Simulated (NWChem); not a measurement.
System: CH3O2 cation; SMILES O=C[OH2+]

```xyz
6

O     -0.2757     1.2351    -0.0725
C      0.4625     0.3609    -0.0140
O     -0.1677    -1.0858     0.0368
H      1.5542     0.2066    -0.0011
H      0.3223    -1.8936     0.2929
H     -1.1415    -1.1597     0.1267
```
Atoms are numbered in this order, from 1.

Program: NWChem. Pople sets run with spherical d functions. Structure relaxed at the PBE0/def2-SVP level. GIAO values for the isolated, static molecule; σ is the absolute isotropic shielding, δ = σ(reference) − σ with the isolated reference molecule computed at the same levels (13C: tetramethylsilane, 1H: tetramethylsilane, 17O: water).

### Question
Predict the results for B3LYP/6-311G**. Quantities: δ O1 (ppm); δ C2 (ppm); δ O3 (ppm); δ H4 (ppm); δ H5 (ppm); δ H6 (ppm).

### Answer
The δ O1 (ppm) is 477.3. The δ C2 (ppm) comes out as 135.1 and the δ O3 (ppm) comes out as 162.1. The δ H4 (ppm) is 7.54, the δ H5 (ppm) comes out as 7.85 and the δ H6 (ppm) is 7.32.
